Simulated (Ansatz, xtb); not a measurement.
**Relative energy of two isomers of F3HOSi2**

Structure a: `F[Si](F)(F)O[SiH]`, a singlet. Structure b: `F[Si@@H]1O[Si]1(F)F`, a singlet. Both are isolated molecules in the gas phase, relaxed with B3LYP-D3(BJ)/def2-SVP; the shapes shown needn't be the lowest conformers.

a (Å):

```xyz
7

F    -1.5044    0.0603    0.9836
F    -1.0068   -2.2820    1.9591
F     0.5594   -0.2914    2.5008
O     0.5788   -1.3312    0.0738
Si   -0.3353   -0.9624    1.3611
Si    0.9261   -1.1710   -1.5742
H    -0.2272   -0.1970   -1.9105
```

b (Å):

```xyz
7

F    -2.4406    2.0873    2.3022
F     1.3843   -0.3098    0.6000
F    -0.8354   -1.4355    1.1757
O    -0.9337    1.1353    0.1471
Si   -0.9634    1.9347    1.6643
Si   -0.1160   -0.0011    1.0898
H    -0.3450    3.2764    1.7056
```

Task: Estimate which is lower in electronic energy at CCSD(T)/def2-SVP + ΔMP2/def2-TZVPP, and by roughly how much.

Result: The CCSD(T)/def2-SVP + ΔMP2/def2-TZVPP calculation puts structure a lower, by 13.6 kcal/mol.

Level by level:

```
                             level               geometry  E(b) − E(a) (kcal/mol)  departure from the last row (kcal/mol)  job, with rough time for the two
             B3LYP-D3(BJ)/def2-SVP  B3LYP-D3(BJ)/def2-SVP                     +14.9                                    +1.3                optimisation, 64 s
                       HF/def2-SVP  B3LYP-D3(BJ)/def2-SVP                     +27.8                                   +14.2           part of the CCSD(T) run
                      MP2/def2-SVP  B3LYP-D3(BJ)/def2-SVP                     +15.0                                    +1.4           part of the CCSD(T) run
                  CCSD(T)/def2-SVP  B3LYP-D3(BJ)/def2-SVP                     +18.6                                    +5.0                      single point
CCSD(T)/def2-SVP + ΔMP2/def2-TZVPP  B3LYP-D3(BJ)/def2-SVP                     +13.6                                                        single point, 44 s
```

As drawn, b has 1 Si–Si more. Structure a has no ring, b a 3-membered ring.

The levels shown agree on the order. The largest departure from CCSD(T)/def2-SVP + ΔMP2/def2-TZVPP is that of HF/def2-SVP, 14.2 kcal/mol. Levels run at GFN2-xTB geometries aren't shown. The last row adds to CCSD(T) the change of the MP2 difference between the two basis sets, here −5.0 kcal/mol, a large step that makes the value less sure.

With harmonic frequencies from B3LYP-D3(BJ)/def2-SVP (ideal gas, rigid rotor, one conformer each, 298.15 K, 1 atm): on the last row, ΔE + ΔZPE = +14.8 kcal/mol. A mode under 50 cm⁻¹ makes harmonic enthalpies and free energies unreliable, so none is given.

The correlated steps freeze 14 core orbitals. Run with Ansatz 0.2.0; the last row on 1 thread of Intel(R) Xeon(R) Processor @ 2.70GHz on a shared host.
